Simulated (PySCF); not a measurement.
Species: C7H5Cl3O2.
Bonds: C1–C2 (double), C2–C3, C3–C4 (triple), C4–C5, C5–O6 (double), C5–O7, C2–C8, C8–Cl9, C8–Cl10, C8–C11, C11–Cl12. Hydrogens: H13, H14 on C1; H15 on O7; H16, H17 on C11.

Torsions of this conformer, `[CH2:1]=[C:2]([C:3]#[C:4][C:5](=[O:6])[OH:7])[C:8]([Cl:9])([Cl:10])[CH2:11][Cl:12]`: C1–C2–C8–Cl9 6°, C2–C8–C11–Cl12 -60°, H–O7–C5–C4 180°.

The closed-shell ground state was solved at several levels (PySCF, density fitting, gas phase, non-relativistic). The structure is a single PBE0-D3(BJ)/def2-SVP conformer in the gas phase; no vibrational or solvent corrections.

```json
{"level": "KT3/pcSseg-2", "basis functions": "523", "HOMO (eV)": "-6.92", "LUMO (eV)": "-3.22", "gap (eV)": "3.70", "dipole (D)": "1.90"}
{"level": "PBE0/pcSseg-1", "basis functions": "250", "HOMO (eV)": "-8.03", "LUMO (eV)": "-2.38", "gap (eV)": "5.65", "dipole (D)": "2.01"}
```

What might B3LYP/def2-SVPD (307 basis functions) give for the same quantities?

HOMO -7.83 eV, LUMO -2.64 eV, gap 5.19 eV, dipole 2.03 D.

Over all these levels, which gives the widest orbital gap and which the narrowest?

PBE0/pcSseg-1 (global hybrid, 25 % exact exchange) has the widest, 5.65 eV, and KT3/pcSseg-2 (GGA) the narrowest, 3.70 eV. Functional and basis both differ between the two, so the spread mixes both effects.

How far do the dipole and the HOMO energy spread over the levels?

The dipole runs from 1.90 to 2.03 D (mean 1.98 D) and the HOMO from -8.03 to -6.92 eV.
